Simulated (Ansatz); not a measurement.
One change: `[Cl][Ti]12345678([Cl])([C@H]9[C@@H]1[C@@H]2[C@@H]3[C@H]94)[C@H]1[C@@H]5[C@@H]6[C@@H]7[C@H]18` becomes `[OH][Ti]12345678([Cl])([C@H]9[C@@H]1[C@@H]2[C@@H]3[C@H]94)[C@H]1[C@@H]5[C@@H]6[C@@H]7[C@H]18`.

Ansatz, PBE0-D4/def2-TZVP geometries, multiplicity 1. Each molecule was computed in one conformer, which needn't be the lowest.

Scalar relativity is left out up to krypton.

```
                                          property  `[Cl][Ti]12345678([Cl])([C@H]9[C@@H]1[C@@H]2[C@@H]3[C@H]94)[C@H]1[C@@H]5[C@@H]6[C@@H]7[C@H]18`
    size of the dipole moment (PBE/def2-TZVPP) / D                                                                                            4.50
                HOMO energy (PBE0/def2-TZVPP) / eV                                                                                           -6.70
  size of the dipole moment (B3LYP/def2-TZVPP) / D                                                                                            4.85
             LUMO energy (ωB97M-V/def2-TZVPP) / eV                                                                                           -0.32
             HOMO–LUMO gap (B3LYP/def2-TZVPP) / eV                                                                                            3.84
size of the dipole moment (ωB97M-V/def2-TZVPP) / D                                                                                            5.05
```

Problem. Give the same properties after the change, and the shifts. (Estimate.)

Solution. Ansatz gave: 
```csv
property,`[OH][Ti]12345678([Cl])([C@H]9[C@@H]1[C@@H]2[C@@H]3[C@H]94)[C@H]1[C@@H]5[C@@H]6[C@@H]7[C@H]18`,shift
size of the dipole moment (PBE/def2-TZVPP) / D,3.47,-1.03
HOMO energy (PBE0/def2-TZVPP) / eV,-6.53,0.17
size of the dipole moment (B3LYP/def2-TZVPP) / D,3.72,-1.13
LUMO energy (ωB97M-V/def2-TZVPP) / eV,0.38,0.70
HOMO–LUMO gap (B3LYP/def2-TZVPP) / eV,4.33,0.49
size of the dipole moment (ωB97M-V/def2-TZVPP) / D,3.85,-1.20
```

With PBE0 the HOMO rises by 0.17 eV and the LUMO rises by 0.68 eV, so the gap widens by about 0.51 eV. PBE moves the HOMO by 0.18 eV and ωB97M-V by 0.16 eV. Dipoles are sizes alone; their direction can turn.

B3LYP here is the variant with VWN-RPA as its local correlation; programs differ in this.

Positive LUMOs are unbound, so they and the gaps depend on the basis.
